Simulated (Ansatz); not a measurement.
CH2FGaO at its PBE0-D4/def2-TZVP geometry, where that method's forces vanish. Total charge 0; spin multiplicity 1. The bonds changed during the relaxation, so this is another structure than the one it started from.

```tsv
atom	x (Å)	y (Å)	z (Å)
F1	0.811	0.719	-1.648
Ga2	1.440	1.796	-0.321
C3	-0.571	-0.643	0.480
O4	-0.002	0.218	1.103
H5	-0.461	-0.718	-0.614
H6	-1.217	-1.372	1.001
```

Question: For each bond, give half the difference of the two atoms' forces along it (eV/Å; positive pushes the atoms apart) under PBE-D4, r2SCAN-D4, B3LYP-D4, ωB97M-V in def2-TZVPP. (An estimate is asked.)

Answer: Ansatz gave: 
```json
{"bond": "F1–Ga2", "length (Å)": "1.821", "PBE-D4": "0.44", "r2SCAN-D4": "-0.11", "B3LYP-D4": "0.27", "ωB97M-V": "0.06"}
{"bond": "C3–O4", "length (Å)": "1.205", "PBE-D4": "0.93", "r2SCAN-D4": "0.38", "B3LYP-D4": "0.30", "ωB97M-V": "0.25"}
{"bond": "C3–H5", "length (Å)": "1.101", "PBE-D4": "-0.05", "r2SCAN-D4": "-0.08", "B3LYP-D4": "-0.12", "ωB97M-V": "-0.14"}
{"bond": "C3–H6", "length (Å)": "1.104", "PBE-D4": "-0.05", "r2SCAN-D4": "-0.06", "B3LYP-D4": "-0.12", "ωB97M-V": "-0.14"}
```

B3LYP here is the variant with VWN-RPA as its local correlation; programs differ in this.
